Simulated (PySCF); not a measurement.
**Calculated properties of tetrakis(dimethylamino)silane (`CN([Si](N(C)C)(N(C)C)N(C)C)C`)**

Tetrakis(dimethylamino)silane, C₈H₂₄N₄Si.
Geometry (PBE0-D3(BJ)/def2-SVP, Å), atoms numbered from 1 in this order:
```
atom  x, y, z in Å
C1     0.913    2.570    0.626
N2    -0.086    1.742    0.006
C3    -1.235    2.465   -0.468
Si4   -0.001    0.006    0.001
N5    -0.501   -0.671    1.521
C6    -0.854   -2.057    1.678
C7    -0.457    0.066    2.755
N8     1.661   -0.358   -0.351
C9     2.417    0.348   -1.351
C10    2.342   -1.494    0.206
N11   -1.078   -0.690   -1.172
C12   -2.490   -0.836   -0.943
C13   -0.660   -1.031   -2.504
H14    1.296    3.340   -0.074
H15    1.768    1.959    0.949
H16    0.527    3.109    1.515
H17   -1.918    1.793   -1.006
H18   -0.942    3.269   -1.170
H19   -1.808    2.945    0.352
H20   -0.862   -2.561    0.701
H21   -1.861   -2.175    2.125
H22   -0.146   -2.602    2.335
H23   -0.274    1.132    2.562
H24   -1.417   -0.010    3.303
H25    0.336   -0.295    3.442
H26    2.677   -0.293   -2.218
H27    1.844    1.207   -1.728
H28    3.372    0.734   -0.941
H29    3.329   -1.207    0.620
H30    1.758   -1.930    1.028
H31    2.526   -2.294   -0.541
H32   -2.739   -0.568    0.094
H33   -3.098   -0.194   -1.614
H34   -2.824   -1.880   -1.111
H35    0.434   -0.984   -2.589
H36   -1.090   -0.357   -3.274
H37   -0.969   -2.061   -2.771
```

**PBE0-D3(BJ)/def2-SVP geometry optimisation, gas phase (PySCF)**

| Item | Value |
| --- | --- |
| Point group | S4 |
| Rotational constants A, B, C | 0.668, 0.630, 0.628 GHz |

From wB97X-D/def2-SVPD ground state and vertical TDDFT (core frozen in the response) (PySCF):

| Item | Value |
| --- | --- |
| Dipole moment | 0.00 D by symmetry (numerical residue 0.01 D) |
| HOMO energy | -7.72 eV |
| LUMO energy | 2.12 eV |
| HOMO–LUMO gap | 9.84 eV |
| Lowest singlet excitation | 6.04 eV (205 nm, f = 0.000) |
| Lowest triplet excitation (Tamm–Dancoff) | 6.02 eV |
| Static isotropic polarisability | 154.7 au |
| Electronic spatial extent ⟨r²⟩ about the centre of nuclear charge | 2779 bohr² |

**PBE0/pcSseg-1 ground state and GIAO shieldings, non-relativistic (PySCF)**

| Quantity | Value |
| --- | --- |
| Lowest Hirshfeld atomic charge | -0.17 e on N2/N5/N8/N11 |
| Highest Hirshfeld atomic charge | +0.47 e on Si4 |
| 13C chemical shifts (computed TMS as zero) by class | 38.4 (C1/C3/C6/C7/C9/C10/C12/C13) ppm |
| 1H chemical shifts (computed TMS as zero) by class | 2.40 (H14 and 23 like it) ppm |
| Isotropic shieldings of nuclei other than C and H, by class | 237 (N2/N5/N8/N11), 382 (Si4) ppm |
| Mayer bond orders between heavy atoms | C1–N2 0.97, N2–C3 0.99, N2–Si4 0.90, Si4–N5 0.90, N5–C6 0.97, N5–C7 0.99, Si4–N8 0.90, N8–C9 0.97, N8–C10 0.99, Si4–N11 0.89, N11–C12 0.97, N11–C13 0.99 |

Monoisotopic mass from the formula: 204.1770 u.

The rotational constants are those of a prolate symmetric top; the small spread among constants that symmetry makes equal is optimisation noise. The largest Löwdin shares of the HOMO are 0.16 on N5, 0.16 on N8, 0.15 on N2 and 0.15 on N11. The 10 singlets span 6.04 to 7.28 eV, and their oscillator strengths add up to 0.21. Point group S4 forbids a permanent dipole, so the rigid molecule has no electric-dipole pure rotational spectrum.

 NMR classes are plain means over equivalent atoms (diastereotopic ones count apart unless rotation or inversion swaps them), as if these changed places fast; in this geometry the members of some classes differ.

One conformer stands for the species.
